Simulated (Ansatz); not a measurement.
Basis sets compared for GaH2Et (C2H7Ga). Total charge 0; singlet. Geometry PBE0-D4/def2-SVP. Ansatz on 4 threads of Arm Neoverse V2 on a shared host; times are rough, and most runs start from earlier orbitals.

Cartesian coordinates in Å:
```
Ga -1.6253 0.2448 0.3362
H -2.6067 -0.9073 -0.1103
H -2.0593 1.1930 1.5197
C 0.1433 0.4397 -0.5322
C 1.1964 -0.4832 0.0886
H 0.4697 1.4900 -0.4575
H 0.0343 0.2149 -1.6066
H 2.1770 -0.3745 -0.4041
H 1.3550 -0.2710 1.1591
H 0.9155 -1.5465 0.0071
```

The 6-31G sets use Cartesian d functions. B3LYP takes the VWN-RPA correlation.

Binding counts from free atoms (Ga doublet, H doublet, C triplet) in the same basis, without a counterpoise term.

```json
{"level": "HF/6-31G", "functions": "61", "energy (Eh)": "-2002.6705", "HOMO (eV)": "-10.25", "LUMO (eV)": "1.17", "binding per atom (eV)": "2.53", "wall time": "0.25 s"}
{"level": "PBE-D4/def2-SVP", "functions": "95", "energy (Eh)": "-2004.5331", "HOMO (eV)": "-6.26", "LUMO (eV)": "-2.21", "binding per atom (eV)": "3.46", "wall time": "0.6 s"}
{"level": "B3LYP-D4/6-31G", "functions": "61", "energy (Eh)": "-2004.9570", "HOMO (eV)": "-7.15", "LUMO (eV)": "-1.65", "binding per atom (eV)": "3.42", "wall time": "0.65 s"}
{"level": "PBE0-D4/def2-SVP", "functions": "95", "energy (Eh)": "-2004.5960", "HOMO (eV)": "-7.48", "LUMO (eV)": "-1.40", "binding per atom (eV)": "3.45", "wall time": "0.85 s"}
```

Task: Estimate the rows for HF/def2-TZVP, PBE-D4/def2-TZVP, B3LYP-D4/def2-TZVP, PBE0-D4/def2-TZVP (with forces).

Result: 
| level | functions | energy (Eh) | HOMO (eV) | LUMO (eV) | binding per atom (eV) | wall time |
| --- | --- | --- | --- | --- | --- | --- |
| HF/def2-TZVP | 152 | -2003.0619 | -10.33 | 1.33 | 2.60 | 0.65 s |
| PBE-D4/def2-TZVP | 152 | -2004.8700 | -6.31 | -2.25 | 3.44 | 1 s |
| B3LYP-D4/def2-TZVP | 152 | -2005.3508 | -7.30 | -1.73 | 3.42 | 1.4 s |
| PBE0-D4/def2-TZVP (with forces) | 152 | -2004.9283 | -7.49 | -1.43 | 3.42 | 1.8 s |
